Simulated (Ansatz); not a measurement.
Ansatz (a quantum-chemistry and plane-wave program) input:
A basis named .json is the Basis Set Exchange file of that set.

Ansatz 0.2 input:
```yaml
crystal:
  periodic: [false, false, false]
  atoms:
    - {symbol: Si, position_ang: [2.84117435, 0.95569913, 0.76888613]}
    - {symbol: O, position_ang: [1.22137183, 0.64625160, 0.71854542]}
    - {symbol: Si, position_ang: [0.00652186, -0.04051223, -0.06949566]}
    - {symbol: Cl, position_ang: [-0.15414344, 0.77227800, -1.94176738]}
    - {symbol: Cl, position_ang: [0.35790247, -2.04717292, -0.27395074]}
    - {symbol: O, position_ang: [-1.35534925, 0.19265303, 0.74264559]}
    - {symbol: Si, position_ang: [-2.98644841, -0.04727276, 0.80793958]}
    - {symbol: H, position_ang: [3.24028995, 1.68879787, -0.45102991]}
    - {symbol: H, position_ang: [3.09460273, 1.77840575, 1.96774886]}
    - {symbol: H, position_ang: [3.58254819, -0.32005300, 0.85545582]}
    - {symbol: H, position_ang: [-3.47245679, 0.57331413, 2.05569084]}
    - {symbol: H, position_ang: [-3.62412761, 0.58853329, -0.36411702]}
    - {symbol: H, position_ang: [-3.27041011, -1.49781967, 0.81131036]}
basis:
  gaussian:
    orbitals: aug-cc-pV_T+d_Z.json
hamiltonian:
  xc: hf
total_charge: 1
magnetization: {spin_polarized: true, initial_magnetization: 1}
```

**Question.** Predict the final energy.

**Answer.** -1939.09758 Eh (HF/aug-cc-pV(T+d)Z). The basis has 505 functions.

This state (charge 1, doublet) is run at the relaxed geometry of the species with charge 0 and multiplicity 1.
